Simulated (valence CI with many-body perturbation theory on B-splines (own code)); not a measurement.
**Er28+: key properties**

Computed by configuration interaction combined with many-body perturbation theory (CI+MBPT): four valence electrons over a frozen Dirac-Fock core [Kr], radial functions for each j: 7 s, 7 p, 8 d, 6 f, 4 g, 1 h, with the one-electron correlation potential Σ1, the two-electron term Σ2, the three-electron term Σ3, Breit, model QED; selected CI, second order for the rest, scaled by the run's own slope (own B-spline code, finite nucleus).

No measured spectrum was set against this ion. As an estimate, large intervals hold to a few tenths of a per cent, small ones and those within an open d or f shell to about a per cent. The list stops below the first excitations out of the core.

Levels are named by their leading jj configuration (3d3/2^4 stands for four electrons in 3d with j = 3/2), which in mixed levels can hold well under half, so a name can repeat and another be missing.

Rates and lifetimes use the calculated energies. Strong lines usually hold to 10 to 20 %, long lifetimes can be off by a factor of two.

**Question.** What is the ground level?

**Answer.** (4d3/2^4) J=0, composition 55 % 4d4 3P + 35 % 4d4 5D + 10 % 4d4 1S.

**Question.** How well does LS coupling describe the low levels?

**Answer.** Among the lowest 20 levels the leading LS term, summed over configurations, holds 48 % on average. For single configurations the figures are 48 % in LS and 86 % in jj coupling. Terms mix most in the J = 2 level at 165180 cm⁻¹, where the leading one holds 30 %.

**Question.** What is the ionisation energy?

**Answer.** 1047.7 eV; NIST lists 1046 ± 4 eV (theoretical).
